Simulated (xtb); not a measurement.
H9PSi3, charge +1, doublet, geometry from GFN2-xTB (a state made from the parent by changing its charge; the spin is typed, not shown lowest). Base run: GFN0-xTB (xtb).

xtb was given this input:
```
$ xtb mol.xyz --gfn 0 --chrg 1 --uhf 1 --json

# file mol.xyz
13

Si    -0.76269209     1.81264430    -1.17752802
P      0.00471359    -0.00497380    -0.01293666
Si     2.25368306    -0.34757417     0.26066513
Si    -1.49382621    -1.46128209     0.92595130
H      0.46636718     2.48448747    -1.58733297
H     -1.56421063     2.52973589    -0.18929405
H     -1.53400354     1.21340005    -2.26357662
H      2.84356753     0.48195750    -0.78533161
H      2.39598724    -1.78812083     0.06958047
H      2.50046027     0.11265064     1.62515535
H     -0.71985620    -2.69107204     1.06320692
H     -2.57454756    -1.50552230    -0.05453140
H     -1.84477451    -0.81594199     2.18893598
```

Each row names what was changed in the base input (with any setting that the change needs).

```csv
change,ΔE vs base (mEh)
base,0.000
acc = 30,0.000
etemp = 1000,-0.103
acc = 1000,0.000
```
